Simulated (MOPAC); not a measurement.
A run for MOPAC: PM6 on CH9NSi (a complex), monomers drawn apart or pushed together.

```
PM6 1SCF PRECISE CHARGE=0 THREADS=1
CH9NSi

Si    -0.02219163 1    -0.12477800 1    -0.06855816 1
H      0.04119118 1     1.22432503 1     0.53590559 1
H      0.28310070 1    -0.03283706 1    -1.51421110 1
H     -1.38115579 1    -0.68414839 1     0.11005087 1
H      0.96689538 1    -1.00720420 1     0.58927622 1
C      0.69185470 1     0.25912261 1     3.44553044 1
N     -0.62413780 1    -0.29479120 1     3.13685770 1
H      1.24101489 1    -0.44801501 1     4.06903776 1
H      0.56813517 1     1.17458234 1     4.02604719 1
H      1.31562327 1     0.49468366 1     2.57276478 1
H     -0.54767475 1    -1.16052382 1     2.61785858 1
H     -1.17286932 1     0.34690328 1     2.57843059 1
```

Program output:

```
*******************************************************************************
 **                                                                           **
 **                              MOPAC v23.2.5                                **
 **                                                                           **
 *******************************************************************************
 ** MOPAC's Digital Object Identifier: https://doi.org/10.5281/zenodo.6511958 **
 **                                                                           **
 ** Please cite the open-source release paper for use of this MOPAC version:  **
 ** J. E. Moussa and J. J. P. Stewart (2026)                                  **
 ** MOPAC: An open-source semiempirical molecular orbital program             **
 ** J. Open Source Softw., 11(119), 8025, https://doi.org/10.21105/joss.08025 **
 *******************************************************************************

                              PM6 CALCULATION RESULTS

 *******************************************************************************
 *  PM6        - The PM6 Hamiltonian to be used
 *
 *
 *
 *                 CHARGE ON SYSTEM = 0
 *
 *
 *
 *  PRECISE    - TIGHTER CRITERIA TO BE USED
 *  1SCF       - DO 1 SCF AND THEN STOP
 *  THREADS=1  - MULTI-THREADING NOT USED
 *  T=         - A TIME OF 172800.0 SECONDS REQUESTED
 *  DUMP=N     - RESTART FILE WRITTEN EVERY 7200.0 SECONDS REQUESTED
 *******************************************************************************
PM6 1SCF PRECISE CHARGE=0 THREADS=1
 CH9NSi

   ATOM   CHEMICAL          X               Y               Z
  NUMBER   SYMBOL      (ANGSTROMS)     (ANGSTROMS)     (ANGSTROMS)

     1      Si         -0.02219163  *  -0.12477800  *  -0.06855816  *
     2       H          0.04119118  *   1.22432503  *   0.53590559  *
     3       H          0.28310070  *  -0.03283706  *  -1.51421110  *
     4       H         -1.38115579  *  -0.68414839  *   0.11005087  *
     5       H          0.96689538  *  -1.00720420  *   0.58927622  *
     6       C          0.69185470  *   0.25912261  *   3.44553044  *
     7       N         -0.62413780  *  -0.29479120  *   3.13685770  *
     8       H          1.24101489  *  -0.44801501  *   4.06903776  *
     9       H          0.56813517  *   1.17458234  *   4.02604719  *
    10       H          1.31562327  *   0.49468366  *   2.57276478  *
    11       H         -0.54767475  *  -1.16052382  *   2.61785858  *
    12       H         -1.17286932  *   0.34690328  *   2.57843059  *



          CARTESIAN COORDINATES

    NO.       ATOM           X           Y           Z

     1        Si         -0.0222     -0.1248     -0.0686
     2         H          0.0412      1.2243      0.5359
     3         H          0.2831     -0.0328     -1.5142
     4         H         -1.3812     -0.6841      0.1101
     5         H          0.9669     -1.0072      0.5893
     6         C          0.6919      0.2591      3.4455
     7         N         -0.6241     -0.2948      3.1369
     8         H          1.2410     -0.4480      4.0690
     9         H          0.5681      1.1746      4.0260
    10         H          1.3156      0.4947      2.5728
    11         H         -0.5477     -1.1605      2.6179
    12         H         -1.1729      0.3469      2.5784

 General Reference for PM6:
 "Optimization of Parameters for Semiempirical Methods V: Modification of NDDO Approximations
 and Application to 70 Elements", J. J. P. Stewart, J. Mol. Mod., 13, 1173-1213 (2007)
 URL: https://link.springer.com/article/10.1007/s00894-007-0233-4

           Empirical Formula: C H9 N Si  =    12 atoms



      MOLECULAR POINT GROUP   :   Cs


      RHF CALCULATION, NO. OF DOUBLY OCCUPIED LEVELS = 11


 -------------------------------------------------------------------------------
 PM6 1SCF PRECISE CHARGE=0 THREADS=1
 CH9NSi



     1SCF WAS SPECIFIED, SO BFGS WAS NOT USED
     SCF FIELD WAS ACHIEVED


                              PM6 CALCULATION
                                                       MOPAC v23.2.5 Linux




          FINAL HEAT OF FORMATION =          8.13772 KCAL/MOL =      34.04824 KJ/MOL


          COSMO AREA              =        126.14 SQUARE ANGSTROMS
          COSMO VOLUME            =        115.47 CUBIC ANGSTROMS

          IONIZATION POTENTIAL    =          9.317298 EV
          HOMO LUMO ENERGIES (EV) =         -9.317  0.596
          NO. OF FILLED LEVELS    =         11
          MOLECULAR WEIGHT        =         63.1743         POINT GROUP:  Cs

          MOLECULAR DIMENSIONS (Angstroms)

            Atom       Atom       Distance
            H     8    H     3     5.68002
            H    12    H     5     2.85178
            H     9    H    11     2.53907


          SCF CALCULATIONS        =          1





   ATOM   CHEMICAL          X               Y               Z
  NUMBER   SYMBOL      (ANGSTROMS)     (ANGSTROMS)     (ANGSTROMS)

     1      Si         -0.02219163  *  -0.12477800  *  -0.06855816  *
     2       H          0.04119118  *   1.22432503  *   0.53590559  *
     3       H          0.28310070  *  -0.03283706  *  -1.51421110  *
     4       H         -1.38115579  *  -0.68414839  *   0.11005087  *
     5       H          0.96689538  *  -1.00720420  *   0.58927622  *
     6       C          0.69185470  *   0.25912261  *   3.44553044  *
     7       N         -0.62413780  *  -0.29479120  *   3.13685770  *
     8       H          1.24101489  *  -0.44801501  *   4.06903776  *
     9       H          0.56813517  *   1.17458234  *   4.02604719  *
    10       H          1.31562327  *   0.49468366  *   2.57276478  *
    11       H         -0.54767475  *  -1.16052382  *   2.61785858  *
    12       H         -1.17286932  *   0.34690328  *   2.57843059  *

                             CARTESIAN COORDINATES

   1   Si       -0.022191630    -0.124778000    -0.068558160
   2    H        0.041191180     1.224325030     0.535905590
   3    H        0.283100700    -0.032837060    -1.514211100
   4    H       -1.381155790    -0.684148390     0.110050870
   5    H        0.966895380    -1.007204200     0.589276220
   6    C        0.691854700     0.259122610     3.445530440
   7    N       -0.624137800    -0.294791200     3.136857700
   8    H        1.241014890    -0.448015010     4.069037760
   9    H        0.568135170     1.174582340     4.026047190
  10    H        1.315623270     0.494683660     2.572764780
  11    H       -0.547674750    -1.160523820     2.617858580
  12    H       -1.172869320     0.346903280     2.578430590


           Empirical Formula: C H9 N Si  =    12 atoms



      MOLECULAR POINT GROUP   :   Cs


                  EIGENVALUES
 -31.22003 -23.74314 -19.68806 -17.19199 -15.63310 -14.30048 -12.81495 -12.00755
 -12.00366 -11.83273  -9.31730   0.59589   0.64552   0.64715   1.31261   1.31726
   2.71700   3.52041   4.27628   4.27907   4.35138   5.37093   5.50532   6.06466
   6.53345   7.02191


              NET ATOMIC CHARGES AND DIPOLE CONTRIBUTIONS

  ATOM NO.   TYPE          CHARGE      No. of ELECS.   s-Pop       p-Pop       d-Pop
    1         Si           0.115114        3.8849     1.23046     2.13067     0.52376
    2          H          -0.032953        1.0330     1.03295
    3          H          -0.030436        1.0304     1.03044
    4          H          -0.031851        1.0319     1.03185
    5          H          -0.032941        1.0329     1.03294
    6          C          -0.334584        4.3346     1.07815     3.25644
    7          N          -0.488637        5.4886     1.58426     3.90438
    8          H           0.153907        0.8461     0.84609
    9          H           0.153901        0.8461     0.84610
   10          H           0.119627        0.8804     0.88037
   11          H           0.204424        0.7956     0.79558
   12          H           0.204430        0.7956     0.79557
 DIPOLE           X         Y         Z       TOTAL
 POINT-CHG.     0.755     0.304    -0.346     0.885
 HYBRID         0.334     0.111    -1.058     1.115
 SUM            1.089     0.415    -1.404     1.825


          ATOMIC ORBITAL ELECTRON POPULATIONS

     Atom    s        px        py        pz      x^2-y^2     xz        z^2       yz        xy
    1 Si   1.23046   0.70799   0.70675   0.71593   0.11394   0.05669   0.16113   0.08429   0.10771
    2  H   1.03295
    3  H   1.03044
    4  H   1.03185
    5  H   1.03294
    6  C   1.07815   0.97172   1.14450   1.14022
    7  N   1.58426   1.18702   1.16840   1.54895
    8  H   0.84609
    9  H   0.84610
   10  H   0.88037
   11  H   0.79558
   12  H   0.79557

 **********************
 *                    *
 * JOB ENDED NORMALLY *
 *                    *
 **********************




 == MOPAC DONE ==
```

The run finished.

Cost: about 0.03 core-seconds (a rough figure).
